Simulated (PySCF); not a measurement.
Species: C₆H₁₂P₂.
SMILES with atom numbers: `[CH:1]#[C:2][P:3]([PH2:4])[C:5]([CH3:6])([CH3:7])[CH3:8]` (hydrogens: H9 on C1; H10, H11 on P4; H12, H13, H14 on C6; H15, H16, H17 on C7; H18, H19, H20 on C8)

Torsions of this conformer, `[CH:1]#[C:2][P:3]([PH2:4])[C:5]([CH3:6])([CH3:7])[CH3:8]`: C2–P3–C5–C6 -46°, H–P4–P3–C2 -156°, H–P4–P3–C2 -63°.

The closed-shell ground state was solved at several levels (PySCF, density fitting, gas phase, non-relativistic). The structure is a single PBE0-D3(BJ)/def2-SVP conformer in the gas phase; no vibrational or solvent corrections.

| level | basis functions | total energy (Eh) | HOMO (eV) | LUMO (eV) | gap (eV) | dipole (D) |
| --- | --- | --- | --- | --- | --- | --- |
| CAM-B3LYP/def2-SVPD | 264 | -917.9965 | -7.60 | 0.50 | 8.10 | 0.83 |
| PBE0/pcSseg-1 | 210 | -917.8921 | -6.44 | -0.54 | 5.90 | 0.82 |

Question: What might B3LYP/pcSseg-1 (210 basis functions) give for the same quantities?

Answer: Total energy -918.4920 Eh, HOMO -6.23 eV, LUMO -0.69 eV, gap 5.54 eV, dipole 0.80 D.

Question: Over all these levels, which gives the widest orbital gap and which the narrowest?

Answer: CAM-B3LYP/def2-SVPD (range-separated hybrid) has the widest, 8.10 eV, and B3LYP/pcSseg-1 (global hybrid, 20 % exact exchange) the narrowest, 5.54 eV. Functional and basis both differ between the two, so the spread mixes both effects.

Question: How far do the dipole and the HOMO energy spread over the levels?

Answer: The dipole runs from 0.80 to 0.83 D (mean 0.82 D) and the HOMO from -7.60 to -6.23 eV.
